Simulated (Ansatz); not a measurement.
Reaction (formal exchange of groups at a Te–C bond): `OC(=S)[TeH]` + `N=C(S)S` → `N=C(S)[TeH]` + `OC(=S)S`

Program: Ansatz. Geometries: PBE0-D4/def2-TZVP. ΔE: electronic, gas phase. CBS: MP2 limit from def2 TZ/QZ plus the TZ coupled-cluster correction, frozen cores. DFT in def2-TZVPP. HSE06 is defined as in plane-wave codes. def2 core potentials past Kr. For Te outer-core shells are correlated without core-valence functions, which leaves a few kJ/mol of doubt a bond. One conformer a species, not always the lowest.

`OC(=S)[TeH]`:

```xyz
6

O     1.281   -0.762    0.532
C     0.027   -0.479    0.172
S    -1.158   -1.558    0.299
Te   -0.208    1.515   -0.570
H     1.879   -0.017    0.398
H    -1.821    1.301   -0.833
```

`N=C(S)S`:

Cartesian coordinates in Å:
```
N 0.929 1.401 0.117
C 0.181 0.396 -0.010
S -1.078 0.469 -1.243
S 0.316 -1.066 0.993
H 1.683 1.244 0.782
H -1.849 -0.508 -0.743
H -0.182 -1.936 0.102
```

`N=C(S)[TeH]`:

Cartesian coordinates in Å:
```
N -1.310 1.073 -0.506
C -0.379 0.308 -0.147
S 0.119 0.074 1.534
Te 0.611 -0.714 -1.723
H -1.799 1.514 0.272
H 0.891 -1.006 1.350
H 1.867 -1.248 -0.779
```

`OC(=S)S`:

Cartesian coordinates in Å:
```
O 0.694 0.684 -0.425
C 0.054 -0.189 0.351
S 0.616 -0.750 1.771
S -1.473 -0.691 -0.302
H 1.525 0.895 0.028
H -1.416 0.051 -1.424
```

```csv
level,ΔE (kJ/mol),difference from CCSD(T)/CBS
LDA (SPW92),-33.7,-1.2
PBE-D4,-32.0,0.5
BLYP-D4,-31.7,0.8
r2SCAN-D4,-33.4,-0.9
B97M-V,-36.3,-3.8
r2SCANh-D4,-34.7,-2.2
ωB97X-V,-37.3,-4.8
ωB97M-V,-36.8,-4.3
revPBE,-31.1,1.4
HSE06,-35.2,-2.7
CAM-B3LYP,-37.0,-4.5
MP2/def2-SVP,-36.3,-3.8
MP2/def2-TZVPP,-33.9,-1.4
SCS-MP2/def2-TZVPP,-33.7,-1.2
CCSD/def2-TZVPP,-35.1,-2.6
MP2/def2-QZVPP,-33.2,-0.7
CCSD(T)/CBS,-32.5,0
```

Largest T1 diagnostic among the species: 0.017.

Leaving LDA and LC-ωPBE aside and taking each functional with its dispersion term where it has one, the values, not all of them listed here, spread over 7.3 kJ/mol, from BHLYP-D4 to revPBE-D4. From r2SCAN to r2SCAN0 (25 % exact exchange), in def2-TZVPP and without D4, ΔE moves by −3.1 kJ/mol.
